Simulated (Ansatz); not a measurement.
One change: `CO[Si](N)(F)Cl` becomes `N[Si](F)([SiH3])Cl`.

Ansatz, PBE0-D4/def2-TZVP geometries, multiplicity 1. Each molecule was computed in one conformer, which needn't be the lowest.

```csv
property,`CO[Si](N)(F)Cl`
zero-point energy (PBE0-D4/def2-TZVP) / kJ/mol,194.2
HOMO energy (PBE0/def2-TZVPP) / eV,-8.14
HOMO energy (ωB97M-V/def2-TZVPP) / eV,-10.55
HOMO energy (PBE/def2-TZVPP) / eV,-6.60
HOMO–LUMO gap (ωB97M-V/def2-TZVPP) / eV,12.80
size of the dipole moment (B3LYP/def2-TZVPP) / D,1.58
```

Give the same properties after the change, and the shifts. (Estimate.)

Computed: 
```json
{"property": "zero-point energy (PBE0-D4/def2-TZVP) / kJ/mol", "`N[Si](F)([SiH3])Cl`": "147.2", "shift": "-47.0"}
{"property": "HOMO energy (PBE0/def2-TZVPP) / eV", "`N[Si](F)([SiH3])Cl`": "-8.12", "shift": "0.02"}
{"property": "HOMO energy (ωB97M-V/def2-TZVPP) / eV", "`N[Si](F)([SiH3])Cl`": "-10.32", "shift": "0.23"}
{"property": "HOMO energy (PBE/def2-TZVPP) / eV", "`N[Si](F)([SiH3])Cl`": "-6.70", "shift": "-0.10"}
{"property": "HOMO–LUMO gap (ωB97M-V/def2-TZVPP) / eV", "`N[Si](F)([SiH3])Cl`": "11.88", "shift": "-0.92"}
{"property": "size of the dipole moment (B3LYP/def2-TZVPP) / D", "`N[Si](F)([SiH3])Cl`": "2.35", "shift": "0.77"}
```

The zero-point energy changes by -47.0 kJ/mol with -3 modes. Dipoles are sizes alone; their direction can turn.

B3LYP here is the variant with VWN-RPA as its local correlation; programs differ in this.
